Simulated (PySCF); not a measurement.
C2H9AsIn, charge +1, singlet, at a GFN2-xTB geometry (such geometries of metal compounds can be far from the true shape) (all electrons, no relativity).

PySCF was given this input:
```python
from pyscf import gto, scf, dft

mol = gto.M(
    atom='''
In    0.014481    1.007418    0.390691
C     1.765547    1.721581   -0.864279
H     2.603607    1.059787   -0.646092
H     1.991096    2.751679   -0.590602
H     1.462318    1.645594   -1.908337
C    -1.727801    0.723352    1.817329
H    -2.598762    0.471843    1.212449
H    -1.880360    1.651993    2.366035
H    -1.461268   -0.094284    2.486848
As   -0.028756   -1.921173   -0.748905
H     0.488872   -3.079445    0.031212
H     0.672315   -2.377431   -1.980691
H    -1.264896   -2.664097   -1.119100
''',
    basis='sto-3g',
    charge=1,
    spin=0,
    verbose=4,
)

mf = dft.RKS(mol)
mf.xc = 'camb3lyp'
mf.kernel()
```

Question: What does this run give for the nuclear repulsion energy, total energy, HOMO energy, number of basis functions, HOMO-LUMO gap, Mulliken (on the basis functions themselves) charges in atom order?

Answer: 
| Item | Value |
|---|---|
| nuclear repulsion energy | 629.4827 Eh |
| total energy | -7976.1510 Eh |
| HOMO energy | -11.88 eV |
| number of basis functions | 64 |
| HOMO-LUMO gap | 9.39 eV |
| Mulliken (on the basis functions themselves) charges in atom order | In1 0.87, C2 -0.35, H3 0.09, H4 0.10, H5 0.10, C6 -0.35, H7 0.09, H8 0.10, H9 0.09, As10 0.24, H11 0.00, H12 0.00, H13 0.00 |

Question: Roughly what does it cost on one core?

Answer: very roughly 11 core-seconds.
